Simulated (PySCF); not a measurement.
## How methods differ on the ionisation energy of Se

Se [Ar] 3d10 4s2 4p4 (3P) → Se+ [Ar] 3d10 4s2 4p3 (4S), as a difference of total energies. Computed with PySCF 2.14 in aug-cc-pVTZ-PP with ECP10MDF (6s5p4d2f, 55 functions), with a scalar-relativistic core potential. Correlated levels: valence: 3s2 3p6 3d10 frozen. The calculations carry no spin-orbit coupling.

```
           method  ionisation energy (eV)
              UHF                   8.544
    MP2 (valence)                   9.246
SCS-MP2 (valence)                   9.313
   CCSD (valence)                   9.361
CCSD(T) (valence)                   9.397
```

Task: How much does correlation contribute at CCSD(T) (valence)?

Result: 9.397 − (8.544) = 0.853 eV, measured against UHF.

Errors of the correlated levels include the incompleteness of this basis and the frozen core.

For comparison: 9.635 eV (measured; NIST levels, between the centres of gravity of the two terms).
